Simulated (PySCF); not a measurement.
C3H7O, doublet, at a GFN2-xTB geometry; PySCF with MN15/6-31G.

Here is a job for PySCF.
```python
from pyscf import gto, scf, dft

mol = gto.M(
    atom='''
O    -0.058927    1.356331   -0.113228
C    -0.028635    0.025655    0.354399
H     0.820633    1.739215   -0.027336
H     0.140125    0.025155    1.453249
C    -1.320281   -0.614142    0.060291
C     1.147960   -0.758833   -0.272589
H     1.050980   -0.752151   -1.355337
H    -2.037394   -0.100867   -0.545019
H     2.097487   -0.301894    0.002915
H    -1.532648   -1.589913    0.446335
H     1.137967   -1.786270    0.078409
''',
    basis='6-31g',
    charge=0,
    spin=1,
    verbose=5,
)

mf = dft.UKS(mol)
mf.xc = 'mn15'
mf.kernel()
```

It wrote (shortened):

```
PySCF version 2.14.0

[INPUT] verbose = 5
[INPUT] max_memory = 4000
[INPUT] num. atoms = 11
[INPUT] num. electrons = 33
[INPUT] charge = 0
[INPUT] spin (= nelec alpha-beta = 2S) = 1
[INPUT] symmetry False subgroup None
[INPUT] Mole.unit = angstrom
[INPUT] Symbol           X                Y                Z      unit          X                Y                Z       unit  Magmom
[...]
[INPUT] ---------------- BASIS SET ----------------
[INPUT] l, kappa, [nprim/nctr], expnt,             c_1 c_2 ...
[INPUT] C
[...]
                                457.36951         0.0140373
                                103.94869         0.0688426
                                29.210155         0.2321844
                                9.286663          0.4679413
                                3.163927          0.362312
[...]
                                1.8812885         -0.1608542
                                0.5442493         1.1434564
[...]
                                1.8812885         0.316424
                                0.5442493         0.7443083
[...]
[INPUT] H
[...]
                                2.8253937         0.23472695
                                0.6401217         0.81375733
[...]
[INPUT] O
[...]
                                825.23495         0.0139501
                                188.04696         0.0684451
                                52.9645           0.2327143
                                16.89757          0.470193
                                5.7996353         0.3585209
[...]
                                3.5999336         -0.1480263
                                1.0137618         1.130767
[...]
                                3.5999336         0.3397528
                                1.0137618         0.7271586
[...]
nuclear repulsion = 127.076277870864
number of shells = 34
number of NR pGTOs = 116
number of NR cGTOs = 50
basis = 6-31g
ecp = {}

******** <class 'pyscf.dft.uks.UKS'> ********
method = UKS
initial guess = minao
damping factor = 0
level_shift factor = 0
DIIS = <class 'pyscf.scf.diis.CDIIS'>
diis_start_cycle = 1
diis_space = 8
diis_damp = 0
SCF conv_tol = 1e-09
SCF conv_tol_grad = None
SCF max_cycles = 50
direct_scf = True
direct_scf_tol = 1e-13
number electrons alpha = 17  beta = 16
XC library pyscf.dft.libxc version 7.1.2
    S. Lehtola, C. Steigemann, M. J. T. Oliveira, and M. A. L. Marques,  SoftwareX 7, 1–5 (2018)
XC functionals = mn15
    H. S. Yu, X. He, S. L. Li, and D. G. Truhlar,  Chem. Sci. 7, 5032–5051 (2016)
    H. S. Yu, X. He, S. L. Li, and D. G. Truhlar,  Chem. Sci. 7, 5032–5051 (2016)
radial grids:
    Treutler-Ahlrichs [JCP 102, 346 (1995); DOI:10.1063/1.469408] (M4) radial grids

becke partition: Becke, JCP 88, 2547 (1988); DOI:10.1063/1.454033
pruning grids: <function nwchem_prune>
grids dens level: 3
symmetrized grids: False
atomic radii adjust function: <function treutler_atomic_radii_adjust>
small_rho_cutoff = 0
Set gradient conv threshold to 3.16228e-05
atom O rad-grids = 75, ang-grids = [ 50  50  50  50  50  50  50  50  50  50  50  50  50  50  50  50  50  50
  50  50  50  50  50  86  86  86  86  86  86  86  86  86 266 266 266 266
 266 266 266 302 302 302 302 302 302 302 302 302 302 302 302 302 302 302
 302 302 302 302 302 266 266 266 266 266 266 266 266 266 266 266 266 266
 266 266 266]
atom C rad-grids = 75, ang-grids = [ 50  50  50  50  50  50  50  50  50  50  50  50  50  50  50  50  50  50
  50  50  50  50  86  86  86  86  86  86  86  86  86  86 266 266 266 266
 266 266 302 302 302 302 302 302 302 302 302 302 302 302 302 302 302 302
 302 302 302 302 266 266 266 266 266 266 266 266 266 266 266 266 266 266
 266 266 266]
atom H rad-grids = 50, ang-grids = [ 50  50  50  50  50  50  50  50  50  50  50  50  50  50  50  86  86  86
  86 266 266 266 266 266 302 302 302 302 302 302 302 302 302 302 302 302
 302 266 266 266 266 266 266 266 266 266 266 266 266 266]
tot_boxes 3120, boxes in each direction [14 13 11]
Padding 4 grids
tot grids = 125096
[...]
multiplicity <S^2> = 0.75439652  2S+1 = 2.0043917
nelec by numeric integration = [17.00000115 15.99999675]
E1 = -513.2491498963525  E2 = 192.79648911487675  Ecoul = 220.04680725309854  Exc = -27.250318138221793
cycle= 9 E= -193.376382910612  delta_E= -4.42e-09  |g|= 1.32e-05  |ddm|= 0.000163
  alpha mo_energy =
[-18.82074407 -10.10487016 -10.04219529 -10.04121919  -1.07251197
  -0.82065474  -0.7332985   -0.62721249  -0.56129954  -0.49414611
  -0.47903749  -0.44523212  -0.42593171  -0.41309159  -0.35868244
  -0.31200734  -0.2242631    0.11294058   0.17481765   0.18634897
   0.19141528   0.20186695   0.22038889   0.240915     0.26145645
   0.29375634   0.31543834   0.55675544   0.58379625   0.60313689
   0.61362852   0.62740539   0.66166997   0.71654204   0.75157674
   0.83300803   0.84182625   0.90573818   0.93306443   0.95394911
   0.97733849   1.00095546   1.03095329   1.0569885    1.12359196
   1.15305851   1.25618655   1.3510992    1.46200735   1.88044777]
  beta  mo_energy =
[-1.88206848e+01 -1.01056306e+01 -1.00405569e+01 -1.00349218e+01
 -1.07217445e+00 -8.08215824e-01 -7.13197910e-01 -6.10158032e-01
 -5.58261510e-01 -4.85348487e-01 -4.76092619e-01 -4.32279539e-01
 -4.21315372e-01 -4.07746377e-01 -3.54755232e-01 -3.06861535e-01
 -4.46245319e-03  1.12391904e-01  1.74483121e-01  1.86315984e-01
  1.93987796e-01  2.01831891e-01  2.19741113e-01  2.37814397e-01
  2.64726728e-01  2.92519378e-01  3.13982931e-01  5.70011687e-01
  5.99015106e-01  6.13199346e-01  6.15727546e-01  6.45313732e-01
  6.77441661e-01  7.13171307e-01  7.61955104e-01  8.27513756e-01
  8.33951705e-01  9.01518008e-01  9.11529695e-01  9.50613433e-01
  9.55010683e-01  9.79869736e-01  1.01355110e+00  1.03823997e+00
  1.12330842e+00  1.15119582e+00  1.26469190e+00  1.35301231e+00
  1.45935045e+00  1.87967700e+00]
multiplicity <S^2> = 0.75439828  2S+1 = 2.0043934
nelec by numeric integration = [17.00000115 15.99999675]
E1 = -513.2490934872574  E2 = 192.79643270541953  Ecoul = 220.04674738665307  Exc = -27.250314681233537
cycle= 10 E= -193.376382910974  delta_E= -3.62e-10  |g|= 6.44e-06  |ddm|= 4.56e-05
  alpha mo_energy =
[-18.82074719 -10.10487979 -10.04219273 -10.04122205  -1.07251459
  -0.8206565   -0.73329949  -0.62721361  -0.56130177  -0.49414793
  -0.47903913  -0.44523198  -0.42593308  -0.41309316  -0.35868461
  -0.3120094   -0.22426288   0.11293991   0.17481709   0.18634748
   0.19141459   0.20186665   0.22038845   0.24091466   0.26145432
   0.29375508   0.31543693   0.55675524   0.58379553   0.60313464
   0.61362716   0.62740496   0.66166814   0.71653995   0.75157475
   0.83300616   0.84182544   0.90573761   0.93306278   0.95394828
   0.97733822   1.00095534   1.03095377   1.05698786   1.12359074
   1.15305751   1.25618584   1.35109796   1.46200576   1.88044586]
  beta  mo_energy =
[-1.88206878e+01 -1.01056404e+01 -1.00405596e+01 -1.00349193e+01
 -1.07217687e+00 -8.08217850e-01 -7.13199113e-01 -6.10158911e-01
 -5.58263694e-01 -4.85350372e-01 -4.76094051e-01 -4.32279415e-01
 -4.21316707e-01 -4.07747796e-01 -3.54757124e-01 -3.06863496e-01
 -4.46286574e-03  1.12391024e-01  1.74482492e-01  1.86314917e-01
  1.93986888e-01  2.01831459e-01  2.19740729e-01  2.37813948e-01
  2.64724605e-01  2.92517956e-01  3.13981411e-01  5.70010466e-01
  5.99013057e-01  6.13198662e-01  6.15726666e-01  6.45312512e-01
  6.77440079e-01  7.13169457e-01  7.61953454e-01  8.27512124e-01
  8.33951223e-01  9.01517645e-01  9.11528550e-01  9.50612139e-01
  9.55009902e-01  9.79870189e-01  1.01355076e+00  1.03823901e+00
  1.12330702e+00  1.15119470e+00  1.26469133e+00  1.35301107e+00
  1.45934869e+00  1.87967484e+00]
multiplicity <S^2> = 0.75439854  2S+1 = 2.0043937
nelec by numeric integration = [17.00000115 15.99999675]
E1 = -513.249151116534  E2 = 192.7964903346681  Ecoul = 220.0468083071583  Exc = -27.250317972490187
Extra cycle  E= -193.376382911002  delta_E= -2.81e-11  |g|= 5.19e-06  |ddm|= 1.56e-05
converged SCF energy = -193.376382911002  <S^2> = 0.75439854  2S+1 = 2.0043937
```
